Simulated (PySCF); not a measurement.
Screening by computed properties: pick the candidate that meets the target.

Each SMILES stands for a single optimised conformer of the isolated species, non-relativistic unless stated. Electronic properties by PySCF.

Dipoles, sizes and rotational constants follow the conformer. The torsions of the flexible species, by atom-mapped SMILES:
- `[N:1]#[C:2][CH2:3][NH2:4]`: H–N4–C3–C2 -60°, H–N4–C3–C2 60°
- `[CH2:1]=[N:2][N:3]=[CH2:4]`: C1–N2–N3–C4 102°
- `[CH3:1][O:2][CH:3]([F:4])[F:5]`: C1–O2–C3–F4 72°
- `[CH:1]#[C:2][C@@:3]1([F:4])[CH2:5][CH:6]=[C:7]1[CH2:8][F:9]`: C6–C7–C8–F9 4°

(1) Wanted: HOMO energy above -9 eV (CAM-B3LYP/def2-SVPD) and smallest rotational constant above 4 GHz (GFN2-xTB), at GFN2-xTB geometries. Which candidate meets both?
A. `C=NN=C`
B. `FC1=CC2(CC2)C(F)=C1`
C. `N#CCN`
D. `C1=C[PH2+]1`
E. `COC(F)F`

(2) Wanted: dipole moment above 2.4 D (CAM-B3LYP/def2-SVPD) and HOMO–LUMO gap above 11 eV (CAM-B3LYP/def2-SVPD), at GFN2-xTB geometries. Which candidate meets both?
A. `FC1=CC2(CC2)C(F)=C1`
B. `COC(F)F`
C. `C#C[C@@]1(F)CC=C1CF`
D. `N#CCN`

(3) Wanted: lowest triplet excitation (Tamm–Dancoff) above 5 eV (TDA CAM-B3LYP/def2-SVPD) and lowest singlet excitation above 8 eV (TDDFT CAM-B3LYP/def2-SVPD), at GFN2-xTB geometries. Which candidate meets both?
A. `C#C[C@@]1(F)CC=C1CF`
B. `FC1=CC2(CC2)C(F)=C1`
C. `N#CCN`
D. `COC(F)F`

(4) Wanted: static isotropic polarisability above 40 au (CAM-B3LYP/def2-SVPD) and electronic spatial extent ⟨r²⟩ about the centre of nuclear charge below 340 bohr² (CAM-B3LYP/def2-SVPD), at GFN2-xTB geometries. Which candidate meets both?
A. `FC1=CC2(CC2)C(F)=C1`
B. `COC(F)F`
C. `C=NN=C`
D. `N#CCN`

Results:

(1) A. Computed values:
| species | HOMO energy | smallest rotational constant |
| --- | --- | --- |
| C1=C[PH2+]1 | -16.43 eV | 8.236 GHz |
| COC(F)F | -10.61 eV | 3.073 GHz |
| N#CCN | -9.45 eV | 4.486 GHz |
| C=NN=C | -8.42 eV | 5.042 GHz |
| FC1=CC2(CC2)C(F)=C1 | -7.69 eV | 0.992 GHz |

(2) B. Computed values:
```
            species  dipole moment  HOMO–LUMO gap
C#C[C@@]1(F)CC=C1CF         1.57 D        9.58 eV
FC1=CC2(CC2)C(F)=C1         2.19 D        7.91 eV
              N#CCN         2.62 D       10.32 eV
            COC(F)F         3.14 D       11.82 eV
```

(3) D. Computed values:
| species | lowest triplet excitation (Tamm–Dancoff) | lowest singlet excitation |
| --- | --- | --- |
| FC1=CC2(CC2)C(F)=C1 | 3.04 eV | 4.86 eV |
| C#C[C@@]1(F)CC=C1CF | 4.27 eV | 6.08 eV |
| N#CCN | 6.19 eV | 6.70 eV |
| COC(F)F | 8.38 eV | 8.60 eV |

(4) C. Computed values:
```csv
species,static isotropic polarisability,electronic spatial extent ⟨r²⟩ about the centre of nuclear charge
COC(F)F,33.6 au,397 bohr²
N#CCN,37.0 au,289 bohr²
C=NN=C,46.3 au,278 bohr²
FC1=CC2(CC2)C(F)=C1,77.3 au,1116 bohr²
```
